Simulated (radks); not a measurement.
The numbers below are computed, except where a source is named.
Ho4+, 63 electrons, occupied as [Xe] 4f9. Code: a radial shooting solver on a logarithmic mesh with Libxc functionals. Model: Dirac Kohn-Sham, PBE, spin-unpolarised, spherical densities, point nucleus; open shells are shared between the two j in proportion to 2j + 1.

Radial electron density D(r) = 4 pi r^2 rho(r):

r (bohr)  D(r) (e/bohr)
0.002982          26.21
0.003417          31.35
0.003946          37.54
0.004521          44.06
0.005179          51.14
0.005981          59.08
0.006853          66.70
0.007851          74.10
0.008995          80.83
0.01039           86.70
0.0119            90.57
0.01363           92.45
0.01575           92.16
0.01804           89.99
0.02067           86.71
0.02387           83.33
0.02735           81.73
0.03133           83.04
0.0359            88.01
0.04146           96.87
0.0475            106.8
0.05441           115.4
0.06284           119.6
0.072             117.1
0.08249           109.0
0.09526           98.40
0.1091            91.71
0.125             91.93
0.1433            98.38
0.1654            105.9
0.1895            105.9
0.2172            95.04
0.2508            75.11
0.2873            57.22
0.3292            48.21
0.3802            49.61
0.4356            55.08
0.499             56.75
0.5717            51.16
0.6603            39.80
0.7564            28.81
0.8667            20.83
1.001             15.93
1.147             13.07
1.314             10.44
1.517             7.408
1.738             4.640
1.991             2.471
2.282             1.102
2.635            0.3794
3.019            0.1103
3.459           0.02480
3.994          0.003716
4.576         0.0004415

D(r) has 4 maxima, at r = 0.0144, 0.0639, 0.178, 0.483 bohr, and minima at 0.0278, 0.116, 0.345 bohr, inside which lie 2.02, 11.16, 29.52 electrons.
